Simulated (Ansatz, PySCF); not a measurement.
Noncovalent pair: HF (SMILES F) (first 2 atoms) with CH2O2 (SMILES O=CO); geometry from B3LYP-D3(BJ)/def2-TZVP, rigid monomers moved along the line of their centres of mass till H2···O3 is 1.49 Å.
(charge 0, multiplicity 1):
```xyz
7

F      0.390     0.001     0.462
H     -0.155    -0.473     1.095
O     -0.668    -0.788     2.454
C     -0.086    -0.038     3.212
O      0.814     0.863     2.864
H     -0.257    -0.036     4.293
H      0.942     0.834     1.889
```

Monomers are frozen at their geometry in the pair; levels with a basis set take the counterpoise correction. Rows marked so take none.

Cores are frozen in the correlated methods. CBS(a, b) extrapolates the correlation energy as X⁻³ and adds the Hartree–Fock energy of set b. Rows in 6-31G* carry no dispersion term and start afresh at each structure (6-31G* with six Cartesian d functions).

The values were computed with Ansatz (an electronic-structure program) with Gaussian orbitals; PySCF for 6-31G* rows. Values without a source in brackets are computed.

Problem. What is the computed interaction energy (wB97X-V/def2-TZVPPD)?

Solution. -515 meV

Problem. What is the computed interaction energy (MP2/CBS(aug-cc-pVDZ, aug-cc-pVTZ) + ΔCCSD(T)/aug-cc-pVDZ)?

Solution. -463 meV

Problem. Give the interaction energy at the level B3LYP/6-31G* (no counterpoise).

Solution. -736 meV
